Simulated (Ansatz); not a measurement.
Two isomers of CH7BGaN: A = `BN[CH2][GaH2]`, B = `[CH3][GaH][BH]N`.

Gas-phase electronic energies from Ansatz, PBE0-D4/def2-TZVP geometries. CBS: MP2 limit from def2 TZ/QZ plus the TZ coupled-cluster correction, frozen cores. DFT in def2-TZVPP. For Ga outer-core shells are correlated without core-valence functions, which leaves a few kJ/mol of doubt a bond. Scalar relativity is left out up to krypton. One conformer a species, not always the lowest.

Problem. Which isomer does CCSD(T)/CBS put lower? Give the gap. (An estimate is asked.)

Solution. Ansatz gave: B, by 16.1 kcal/mol.

Problem. Give E(B) − E(A) in kcal/mol with B2PLYP, CCSD(T)/def2-SVP, PBE-D4, BLYP-D4, CCSD(T)/def2-TZVPP, LDA (SPW92), MP2/def2-TZVPP. (Best estimate.)

Solution. Ansatz gave: B2PLYP -15.3, CCSD(T)/def2-SVP -11.8, PBE-D4 -16.0, BLYP-D4 -14.3, CCSD(T)/def2-TZVPP -15.6, LDA (SPW92) -14.5, MP2/def2-TZVPP -15.8. None reverses the order clearly.

Problem. Does the order hold for the free energy at 298.15 K (harmonic terms from PBE0-D4)? (Estimate.)

Solution. The calculation gave: Yes: G(B) − G(A) = -15.3 kcal/mol, for one conformer each. Modes under 60 cm⁻¹, often nearly free rotors, make the harmonic entropy too high.

Largest T1 diagnostic: 0.013.

At CCSD(T), def2-SVP lies +4.3 kcal/mol from the extrapolated value and def2-TZVPP +0.5 kcal/mol. Leaving LDA and LC-ωPBE aside and taking each functional with its dispersion term where it has one, the values, not all of them listed here, spread over 2.1 kcal/mol, from r2SCAN-D4 to CAM-B3LYP-D4. LDA lies +2.0 kcal/mol from PBE without D4.
